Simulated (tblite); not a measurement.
C5H5N2Se (doublet state).
Bonds: C1–C2 (double), C2–Se3, Se3–C4, C4–C5 (aromatic), C5–N6 (aromatic), N6–C7 (aromatic), C7–N8 (aromatic), C4–N8 (aromatic). Hydrogens: H9, H10 on C1; H11 on C2; H12 on C5; H13 on N6.
Bond orders are those of one Lewis drawing.

Computed with GFN2-xTB (tblite), gas phase: L-BFGS steps from a force-field or distance-geometry start until the largest atomic force falls under 0.01 eV/Å.

At the end of the run (lengths in Å): C7–N8 1.286, N6–H13 1.007, C5–N6 1.373, C2–Se3 1.898, Se3–C4 1.875, C4–N8 1.371, C1–H9 1.077, Se3–C4–N8 120.1°, C2–Se3–C4 96.2°, Se3–C4–C5 129.6°, C1–C2–Se3 124.3°, C1–C2–Se3–C4 175°, C2–Se3–C4–C5 -155°, H11–C2–Se3–C4 -7°, H12–C5–C4–Se3 5°.

Question: These geometries were met on the way; a selection of coordinates is given. Order them by energy above the end point, lowest first.
A. C7–N8 1.342, N6–H13 1.052, C5–N6 1.333, C2–Se3 1.915, Se3–C4 1.902, C4–N8 1.354, C1–H9 1.089, Se3–C4–N8 124.3°, C2–Se3–C4 91.7°, Se3–C4–C5 126.5°, C1–C2–Se3 121.1°, C1–C2–Se3–C4 89°, C2–Se3–C4–C5 -88°, H11–C2–Se3–C4 -89°, H12–C5–C4–Se3 -2°
B. C7–N8 1.285, N6–H13 1.007, C5–N6 1.375, C2–Se3 1.932, Se3–C4 1.878, C4–N8 1.374, C1–H9 1.080, Se3–C4–N8 119.3°, C2–Se3–C4 93.8°, Se3–C4–C5 130.3°, C1–C2–Se3 124.1°, C1–C2–Se3–C4 103°, C2–Se3–C4–C5 -134°, H11–C2–Se3–C4 -76°, H12–C5–C4–Se3 2°
C. C7–N8 1.280, N6–H13 1.017, C5–N6 1.378, C2–Se3 1.931, Se3–C4 1.895, C4–N8 1.376, C1–H9 1.079, Se3–C4–N8 124.8°, C2–Se3–C4 92.1°, Se3–C4–C5 125.9°, C1–C2–Se3 120.9°, C1–C2–Se3–C4 88°, C2–Se3–C4–C5 -88°, H11–C2–Se3–C4 -90°, H12–C5–C4–Se3 -1°
D. C7–N8 1.288, N6–H13 1.008, C5–N6 1.374, C2–Se3 1.907, Se3–C4 1.880, C4–N8 1.365, C1–H9 1.080, Se3–C4–N8 120.4°, C2–Se3–C4 96.8°, Se3–C4–C5 129.6°, C1–C2–Se3 123.4°, C1–C2–Se3–C4 137°, C2–Se3–C4–C5 -171°, H11–C2–Se3–C4 -43°, H12–C5–C4–Se3 -1°
E. C7–N8 1.290, N6–H13 1.007, C5–N6 1.374, C2–Se3 1.898, Se3–C4 1.881, C4–N8 1.367, C1–H9 1.079, Se3–C4–N8 120.9°, C2–Se3–C4 96.8°, Se3–C4–C5 128.9°, C1–C2–Se3 124.4°, C1–C2–Se3–C4 164°, C2–Se3–C4–C5 179°, H11–C2–Se3–C4 -19°, H12–C5–C4–Se3 -1°

Answer: E (0.057 eV), D (0.095 eV), B (0.157 eV), C (0.255 eV), A (0.436 eV).

```json
{"step": "108", "E above end (eV)": "0.057", "rms distance from the end, all atoms (Å)": "0.304", "largest force (eV/Å)": "0.154", "rms shift of all bonds from the end (Å)": "0.003"}
{"step": "99", "E above end (eV)": "0.095", "rms distance from the end, all atoms (Å)": "0.432", "largest force (eV/Å)": "0.122", "rms shift of all bonds from the end (Å)": "0.004"}
{"step": "70", "E above end (eV)": "0.157", "rms distance from the end, all atoms (Å)": "0.760", "largest force (eV/Å)": "0.211", "rms shift of all bonds from the end (Å)": "0.010"}
{"step": "2", "E above end (eV)": "0.255", "rms distance from the end, all atoms (Å)": "1.147", "largest force (eV/Å)": "0.450", "rms shift of all bonds from the end (Å)": "0.012"}
{"step": "0", "E above end (eV)": "0.436", "rms distance from the end, all atoms (Å)": "1.149", "largest force (eV/Å)": "2.511", "rms shift of all bonds from the end (Å)": "0.026"}
```

Rows stand in the order of the answer.
